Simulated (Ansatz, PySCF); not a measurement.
System: sum formula SOF (charge 0, doublet). It need not be the lowest isomer of its formula. 
Geometry from a B3LYP-D3(BJ)/def2-TZVP (Ansatz, an electronic-structure program) optimisation:
```xyz
3

O     -1.2135    -0.4937     0.0699
S     -0.1129     0.4581    -0.0167
F      1.2793    -0.3756    -0.0325
```
Charge 0, spin multiplicity 2.

Total electronic energies in hartree. Valence correlation only, unless marked. UHF or UKS for open shells. Spin-orbit coupling is left out. Non-relativistic. CBS marks a two-point X^-3 extrapolation of the correlation energy; Hartree-Fock from the larger set. The bracket is a focal-point correction in the basis named.

```
level                                                                             program  energy (Eh)
-------------------------------------------------------------------------  --------------  -----------
HF/6-31G*                                                                          Ansatz   -571.74559
PBE-D3(BJ)/def2-TZVPD                                                      Ansatz + dftd3            ?
r2SCAN0/def2-TZVPD                                                                 Ansatz   -573.18157
M06-2X/def2-TZVPD                                                                   PySCF            ?
RI-MP2/aug-cc-pV(T+d)Z                                                             Ansatz   -572.54913
CCSD/cc-pV(D+d)Z                                                                   Ansatz   -572.28989
CCSD(T)/6-31G                                                                      Ansatz   -571.90020
RI-MP2/CBS(aug-cc-pV(T+d)Z,aug-cc-pV(Q+d)Z)+[CCSD(T)-MP2]/aug-cc-pV(D+d)Z          Ansatz    -572.6816
CCSD(T)/CBS(cc-pV(T+d)Z,cc-pV(Q+d)Z)                                               Ansatz    -572.6814
```

Question: Some entries are withheld; supply them.

Answer: 
- PBE-D3(BJ)/def2-TZVPD, energy (Eh): -572.99531
- M06-2X/def2-TZVPD, energy (Eh): -573.23085
